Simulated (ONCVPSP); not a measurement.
Ti (Z = 22): one change to an ONCV potential, before and after

* Element: titanium (Ti)
* Generator: ONCVPSP 4.0.1
* Type: optimised norm-conserving Vanderbilt (ONCV)
* Functional: PBE
* Relativity: scalar-relativistic
* Frozen core: [Ne]
* Valence charge: 12
* Reference configuration: 3s2 3p6 3d2 4s2
* Partial waves: 3s+4s: rc 1.55 bohr, ncon 4, nbas 8, qcut 8.4 1/bohr, 2 projectors; 3p: rc 1.55 bohr, ncon 3, nbas 6, qcut 8.8 1/bohr, 1 projector; 3d: rc 2.40 bohr, ncon 3, nbas 7, qcut 5.4 1/bohr, 2 projectors, debl 3.1 Ha
* Local potential: polynomial inside 1.10 bohr (lpopt 5, dvloc0 6 Ha)
* Core correction: Teter function, fcfact 4.5, rcfact 1.6

Change: s: qcut 11.

Cutoffs: the cutoffs (Ha) at which the residual kinetic energy of the hardest occupied pseudo-wave falls to 1 and 0.1 mHa per electron; they do not see the model core or the augmentation charge, which bear on the density cutoff. Errors are all-electron minus pseudo energies relative to the spin-unpolarised reference configuration.

Task: Predict the effect on cutoff, ghosts and configuration errors.

Result: The potential gets harder (23 Ha and 28 Ha → 32 Ha and 39 Ha); the errors of the 4 common tests hardly move; neither file shows a bound ghost. The waves are optimised to have the least kinetic energy above qcut, so the cutoff follows it (qcut²/2 in Ha).

```csv
quantity,base,changed
"cutoff, loose",23 Ha,32 Ha
"cutoff, tight",28 Ha,39 Ha
loose cutoff by channel,"s 23 Ha, p 21 Ha, d 13 Ha","s 32 Ha, p 21 Ha, d 13 Ha"
bound ghosts,none,none
GHOST(+) flags under 300 eV,none,none
"error for 3s2 3p6 3d2 4s1, meV [ΔE 7.35 eV]",-1.3,-1.1
"error for 3s2 3p6 3d2 4s0, meV [ΔE 20.92 eV]",-21,-20
"error for 3s2 3p6 3d1 4s0, meV [ΔE 47.87 eV]",+321,+321
"error for 3s2 3p6 3d2 4s0 4p2, meV [ΔE 6.29 eV]",+9.9,+10
s: phases at 1.57 bohr within 0.05 rad from the reference energy up to (Ha; the scan ends near 5),to the end of the scan,to the end of the scan
p: phases at 1.57 bohr within 0.05 rad from the reference energy up to (Ha; the scan ends near 5),1.9,1.9
d: phases at 2.43 bohr within 0.05 rad from the reference energy up to (Ha; the scan ends near 5),0.4,0.4
"rms error of d²Exc/dni dnj with the model core, mHa",2.91,2.65
```
